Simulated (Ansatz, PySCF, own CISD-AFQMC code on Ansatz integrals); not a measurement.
Constitutional and geometric isomers with formula CH4OSi. All species are isolated molecules in the gas phase. One relaxed conformer stands for each flexible species; it need not be the lowest. Strings in code marks are SMILES.

Quantity: electronic energy of isomers of CH4OSi relative to `C[SiH]=O`, in kcal/mol. The restricted reference of `OC=[SiH2]`, `O=C[SiH3]` and `C=[SiH]O` is unstable towards unrestricted orbitals. AFQMC values (own CISD-AFQMC code on Ansatz (a first-principles code) integrals) carry a statistical error of up to ±0.35 kcal/mol (one standard error) and the bias of the phaseless constraint.

Level 1: composite: frozen-core CCSD(T) with HF/cc-pVQZ and the correlation energy extrapolated as X^-3 from cc-pVTZ and cc-pVQZ, plus phaseless AFQMC minus CCSD(T) in cc-pVDZ // B3LYP-D3(BJ)/def2-TZVP (Ansatz)
Level 2: frozen-core CCSD(T)/6-31g // B3LYP-D3(BJ)/def2-TZVP (Ansatz)
Level 3: PBE-D3(BJ)/def2-TZVP // B3LYP-D3(BJ)/def2-TZVP (PySCF)
Level 4: B3LYP/6-311+G** // B3LYP-D3(BJ)/def2-TZVP (PySCF)

```csv
species,level 2,level 3,level 4
`C=[SiH]O` (C–Si–O–H torsion 0°),9.23,14.0,12.3
`O=C[SiH3]`,19.2,32.0,26.3
`C1O[SiH2]1`,31.4,25.2,26.8
`OC=[SiH2]` (H–O–C–Si torsion 15°),39.6,52.3,50.7
```

Q: What does level 1 give for each, and how far do the other levels lie from it on average?

A: 
- `C=[SiH]O` (C–Si–O–H torsion 0°): 11.0
- `O=C[SiH3]`: 33.2
- `C1O[SiH2]1`: 25.4
- `OC=[SiH2]` (H–O–C–Si torsion 15°): 55.8
Mean absolute difference from level 1, which has limits of its own, over these rows (drawn at random from the members that have all these levels): level 2 9.49 kcal/mol, level 3 1.98 kcal/mol, level 4 3.66 kcal/mol.
